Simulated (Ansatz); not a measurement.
```yaml
crystal:
  periodic: [false, false, false]
  atoms:
    - {symbol: N, position_ang: [-1.768225, 0.562061, -0.545074]}
    - {symbol: Sn, position_ang: [0.110427, 0.200486, 0.045663]}
    - {symbol: N, position_ang: [0.125022, -0.881125, 1.730576]}
    - {symbol: N, position_ang: [1.142552, -0.725767, -1.398595]}
    - {symbol: F, position_ang: [0.969818, 1.898733, 0.406938]}
    - {symbol: H, position_ang: [-1.912955, 1.504950, -0.882235]}
    - {symbol: H, position_ang: [-2.447600, 0.375926, 0.181526]}
    - {symbol: H, position_ang: [0.830238, -1.606904, 1.721055]}
    - {symbol: H, position_ang: [0.250492, -0.326498, 2.567431]}
    - {symbol: H, position_ang: [2.086003, -0.377362, -1.509155]}
    - {symbol: H, position_ang: [0.679626, -0.681501, -2.297429]}
basis:
  gaussian: {orbitals: def2-TZVP, fitting: {mean_field: cc-pVTZ-jkfit}}
hamiltonian: {xc: {name: PBE0}}
accuracy: high
output: {forces: true}
```

```sh
$ ansatz run in.yaml --threads 4 --pin off --events-out ev --progress --plain --max-ram 10444MiB
```

It prints (some lines left out):

```
Functional definition: PBE0
Error: <dir> the basis set cc-pVTZ-JKFIT has no functions for Sn
```
